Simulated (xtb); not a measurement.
C2H7S, SMILES C[SH+]C, charge +1. All values are semi-empirical tight-binding results from xtb (GFN2-xTB unless named), good for trends rather than for accurate numbers. Coordinates come from a GFN2-xTB optimisation. The isomer is the one that the SMILES or the coordinates give; other isomers of the formula were not compared.

Computed properties:
```json
{
  "point_group_as_xtb_finds_it": "Cs",
  "orbital_gap": "6.37 eV",
  "zero_point_energy": "51.9 kcal/mol",
  "G − E(el) at 298.15 K (modified RRHO)": "34.7 kcal/mol",
  "static polarisability (D4 model)": "46.2 bohr³",
  "solvation energy, GFN2-xTB/ALPB(water)": "-60.7 kcal/mol",
  "solvation energy, GFN2-xTB/ALPB(dmso)": "-54.2 kcal/mol"
}
```
